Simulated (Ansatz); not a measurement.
`[NH2][Al]([F])[TeH]` and `[NH2][Al]([OH])[F]` differ in one element.

Ansatz, PBE0-D4/def2-TZVP geometries, multiplicity 1. Each molecule was computed in one conformer, which needn't be the lowest.

Elements past krypton have def2 core potentials.

```csv
property,`[NH2][Al]([F])[TeH]`
HOMO energy (ωB97M-V/def2-TZVPP) / eV,-8.81
HOMO–LUMO gap (ωB97M-V/def2-TZVPP) / eV,9.76
"ideal-gas entropy at 298 K and 1 bar (rigid rotor, harmonic PBE0-D4/def2-TZVP) / J/(mol·K)",356
HOMO energy (B3LYP/def2-TZVPP) / eV,-6.53
HOMO–LUMO gap (PBE/def2-TZVPP) / eV,4.17
LUMO energy (B3LYP/def2-TZVPP) / eV,-0.97
```

Q: What does the change do to each property? (An estimate is asked.)

A: Computed: 
```json
{"property": "HOMO energy (ωB97M-V/def2-TZVPP) / eV", "`[NH2][Al]([OH])[F]`": "-10.12", "shift": "-1.31"}
{"property": "HOMO–LUMO gap (ωB97M-V/def2-TZVPP) / eV", "`[NH2][Al]([OH])[F]`": "11.23", "shift": "1.47"}
{"property": "ideal-gas entropy at 298 K and 1 bar (rigid rotor, harmonic PBE0-D4/def2-TZVP) / J/(mol·K)", "`[NH2][Al]([OH])[F]`": "314", "shift": "-42"}
{"property": "HOMO energy (B3LYP/def2-TZVPP) / eV", "`[NH2][Al]([OH])[F]`": "-7.46", "shift": "-0.93"}
{"property": "HOMO–LUMO gap (PBE/def2-TZVPP) / eV", "`[NH2][Al]([OH])[F]`": "4.98", "shift": "0.81"}
{"property": "LUMO energy (B3LYP/def2-TZVPP) / eV", "`[NH2][Al]([OH])[F]`": "-0.77", "shift": "0.20"}
```

With PBE0 the HOMO falls by 0.94 eV and the LUMO rises by 0.32 eV, so the gap widens by about 1.26 eV. PBE moves the HOMO by -0.52 eV and ωB97M-V by -1.31 eV.

B3LYP here is the variant with VWN-RPA as its local correlation; programs differ in this.

Spin–orbit coupling is left out; it splits and shifts lone-pair levels of the heavy atoms by tenths of an eV.
